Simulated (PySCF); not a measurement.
Isomers of C6H10FNSi2, mass 171.034 u with the commonest isotopes. Theory: PBE0/pcSseg-1 in PySCF (dipole) on a GFN2-xTB geometry, gas phase. One conformer each, none proved a minimum here; rigid rotors.

Question: Order these by radius of gyration √(Σ m r²/M), largest first.
A. `[CH:1]#[C:2][Si@@H:3]([C:4]#[C:5][CH3:6])[Si@H:7]([NH2:8])[CH2:9][F:10]` with C2–Si3–Si7–N8 146°, Si3–Si7–N8–H -159° and 62°, Si3–Si7–C9–F10 175°
B. `[SiH3]N(c1cccc(F)c1)[SiH3]`
C. `[N:1]#[C:2][C@@H:3]1[CH2:4][CH2:5][SiH2:6]/[C:7]1=[CH:8]\[SiH2:9][F:10]` with C7–C8–Si9–F10 5°, C2–C3–C4–C5 -73°, C3–C4–C5–Si6 -41°, C4–C5–Si6–C7 23°, C5–Si6–C7–C8 179°
D. `[CH2:1]=[C:2]([CH3:3])[Si@@H:4]1[CH2:5][C@H:6]([C:7]#[N:8])[Si@@H:9]1[F:10]` with C1–C2–Si4–C5 -131°, C2–Si4–C5–C6 -105°, Si4–C5–C6–C7 107°, C5–C6–Si9–F10 125°, C2–Si4–Si9–C6 103°
E. `[CH3:1][CH2:2][Si@@H:3]1[CH2:4][Si@H:5]([C:6]#[N:7])[CH:8]=[C:9]1[F:10]` with C1–C2–Si3–C4 57°, C2–Si3–C4–Si5 -103°, Si3–C4–Si5–C6 104°, C4–Si5–C8–C9 6°, C2–Si3–C9–C8 108°

Answer: A (2.843 Å), B (2.497 Å), C (2.449 Å), E (2.330 Å), D (2.296 Å).

Question: Order these by dipole moment, smallest first.
A. `[CH2:1]=[C:2]([CH3:3])[Si@@H:4]1[CH2:5][C@H:6]([C:7]#[N:8])[Si@@H:9]1[F:10]` with C1–C2–Si4–C5 -131°, C2–Si4–C5–C6 -105°, Si4–C5–C6–C7 107°, C5–C6–Si9–F10 125°, C2–Si4–Si9–C6 103°
B. `[CH3:1][SiH2:2][Si@H:3]([F:4])[c:5]1[cH:6][cH:7][cH:8][cH:9][n:10]1` with C1–Si2–Si3–F4 171°, Si2–Si3–C5–C6 134°
C. `[CH3:1][CH2:2][Si@@H:3]1[CH2:4][Si@H:5]([C:6]#[N:7])[CH:8]=[C:9]1[F:10]` with C1–C2–Si3–C4 57°, C2–Si3–C4–Si5 -103°, Si3–C4–Si5–C6 104°, C4–Si5–C8–C9 6°, C2–Si3–C9–C8 108°
D. `[CH:1]#[C:2][Si@@H:3]([C:4]#[C:5][CH3:6])[Si@H:7]([NH2:8])[CH2:9][F:10]` with C2–Si3–Si7–N8 146°, Si3–Si7–N8–H -159° and 62°, Si3–Si7–C9–F10 175°
E. `[N:1]#[C:2][C@@H:3]1[SiH2:4][C@H:5]([SiH3:6])[CH2:7]/[C:8]1=[CH:9]/[F:10]` with C2–C3–Si4–C5 -106°, C3–Si4–C5–Si6 140°, Si4–C5–C7–C8 -37°, C5–C7–C8–C9 -126°
F. `[N:1]#[C:2][C@@H:3]1[CH2:4][CH2:5][SiH2:6]/[C:7](=[CH:8]/[F:9])[SiH2:10]1` with C2–C3–C4–C5 -53°, C3–C4–C5–Si6 -69°, C4–C5–Si6–C7 49°, C5–Si6–C7–C8 144°
G. `c1cc(F)cc(N([SiH3])[SiH3])c1`

Answer: G (1.90 D), D (2.22 D), B (2.53 D), C (3.37 D), F (3.93 D), E (4.66 D), A (4.96 D).

Question: Order these by rotational constant A, largest first.
A. `[CH3:1][SiH2:2][Si@H:3]([F:4])[c:5]1[cH:6][cH:7][cH:8][cH:9][n:10]1` with C1–Si2–Si3–F4 171°, Si2–Si3–C5–C6 134°
B. `Fc1cccc(N([SiH3])[SiH3])c1`
C. `[CH3:1][CH2:2][Si@@H:3]1[CH2:4][Si@H:5]([C:6]#[N:7])[CH:8]=[C:9]1[F:10]` with C1–C2–Si3–C4 57°, C2–Si3–C4–Si5 -103°, Si3–C4–Si5–C6 104°, C4–Si5–C8–C9 6°, C2–Si3–C9–C8 108°
D. `[N:1]#[C:2][C@@H:3]1[SiH2:4][C@H:5]([SiH3:6])[CH2:7]/[C:8]1=[CH:9]/[F:10]` with C2–C3–Si4–C5 -106°, C3–Si4–C5–Si6 140°, Si4–C5–C7–C8 -37°, C5–C7–C8–C9 -126°
E. `[N:1]#[C:2][C@@H:3]1[CH2:4][CH2:5][SiH2:6]/[C:7]1=[CH:8]\[SiH2:9][F:10]` with C7–C8–Si9–F10 5°, C2–C3–C4–C5 -73°, C3–C4–C5–Si6 -41°, C4–C5–Si6–C7 23°, C5–Si6–C7–C8 179°
F. `[CH2:1]=[C:2]([CH3:3])[Si@@H:4]1[CH2:5][C@H:6]([C:7]#[N:8])[Si@@H:9]1[F:10]` with C1–C2–Si4–C5 -131°, C2–Si4–C5–C6 -105°, Si4–C5–C6–C7 107°, C5–C6–Si9–F10 125°, C2–Si4–Si9–C6 103°
G. `[CH:1]#[C:2][Si@@H:3]([C:4]#[C:5][CH3:6])[Si@H:7]([NH2:8])[CH2:9][F:10]` with C2–Si3–Si7–N8 146°, Si3–Si7–N8–H -159° and 62°, Si3–Si7–C9–F10 175°

Answer: B (1644 MHz), E (1573 MHz), A (1514 MHz), D (1381 MHz), F (1294 MHz), G (1249 MHz), C (1200 MHz).

```csv
SMILES,point group,Ia (u·Å²),Ib (u·Å²),Ic (u·Å²),κ,μa (D),μb (D),μc (D)
C=C(C)[Si@@H]1C[C@H](C#N)[Si@@H]1F,C1,390.67,681.69,730.62,-0.84,2.58,3.15,2.83
Fc1cccc(N([SiH3])[SiH3])c1,C1,307.36,788.07,1036.60,-0.73,1.62,0.94,0.32
C[SiH2][Si@H](F)c1ccccn1,C1,333.87,765.39,1039.20,-0.66,2.22,1.22,0.06
CC[Si@@H]1C[Si@H](C#N)C=C1F,C1,421.04,657.54,777.71,-0.57,2.01,0.56,2.64
N#C[C@@H]1CC[SiH2]/C1=C\[SiH2]F,C1,321.33,775.19,954.77,-0.76,0.72,0.97,3.19
N#C[C@@H]1CC[SiH2]/C(=C/F)[SiH2]1,C1,413.26,620.43,800.84,-0.38,0.17,2.79,2.76
N#C[C@@H]1[SiH2][C@H]([SiH3])C/C1=C/F,C1,365.84,789.90,940.50,-0.76,2.32,3.51,2.00
C#C[Si@@H](C#CC)[Si@H](N)CF,C1,404.61,1046.36,1313.55,-0.77,2.06,0.81,0.10
```
